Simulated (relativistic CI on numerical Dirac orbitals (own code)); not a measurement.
Zr⁴⁺: L2,3 absorption edge

Computed with this model: Dirac-Coulomb-Breit CI, separate exchange-only KLI orbitals for each configuration, a model potential for QED, valence Slater integrals scaled by 0.7, multiplet model of core-to-valence dipole absorption; configurations [Ar] 3d10 4s2 4p6 → [He] 2s2 2p5 3s2 3p6 3d10 4s2 4p6 4d; 300 K; Lorentzian 0.96 eV and Gaussian 0.5 eV FWHM. Energies are those of the free ion, without screening or charge transfer. The branching ratio is the share of the lower-energy edge in the whole absorption, uncertain by about 0.02 where the edges overlap. S is read from ⟨S²⟩ = S(S + 1).

Field parameters in Wybourne normalisation: Oh B⁴₀ = 21Dq, B⁴₄ = √(5/14) B⁴₀. The field is a parameter set, without covalency.

free ion: ground-state S = 0.00, centroid 2257.41 eV, branching ratio 0.678. Peaks (eV, height): 2230.3 (100), 2314.4 (48).

Oh, 10Dq = 7250 cm⁻¹: ground-state S = 0.00, centroid 2257.41 eV, branching ratio 0.678. Peaks (eV, height): 2230.6 (100), 2314.2 (40).

Oh, 10Dq = 16350 cm⁻¹: ground-state S = 0.00, centroid 2257.41 eV, branching ratio 0.678. Peaks (eV, height): 2229.2 (73), 2231.2 (100), 2313.6 (47), 2315.6 (37).

Oh, 10Dq = 25500 cm⁻¹: ground-state S = 0.00, centroid 2257.41 eV, branching ratio 0.678. Peaks (eV, height): 2228.8 (92), 2231.8 (100), 2313.1 (53), 2316.2 (39).

Oh, 10Dq = 34600 cm⁻¹: ground-state S = 0.00, centroid 2257.41 eV, branching ratio 0.678. Peaks (eV, height): 2228.3 (100), 2232.5 (97), 2312.7 (55), 2316.9 (40).

Oh, 10Dq = 43700 cm⁻¹: ground-state S = 0.00, centroid 2257.41 eV, branching ratio 0.678. Peaks (eV, height): 2227.9 (100), 2233.2 (90), 2312.2 (54), 2317.6 (38).

The statistical ratio of this edge is 2/3 = 0.667. Values above it arise where the holes sit mainly in the j = l + 1/2 valence subshell or the ground state has high spin; values below it where core-valence Coulomb terms move weight to the upper edge, as in nearly empty shells. At deep edges of heavy elements the radial integrals of the two core levels differ, which raises the baseline.

Strongest unbroadened transitions for Oh, 10Dq = 34600 cm⁻¹:

```
Energy (eV)  Relative strength
    2227.69                0.8
    2227.89                8.1
    2228.34               98.9
    2232.03                2.3
    2232.51              100.0
    2312.66               58.3
    2316.93               41.4
```
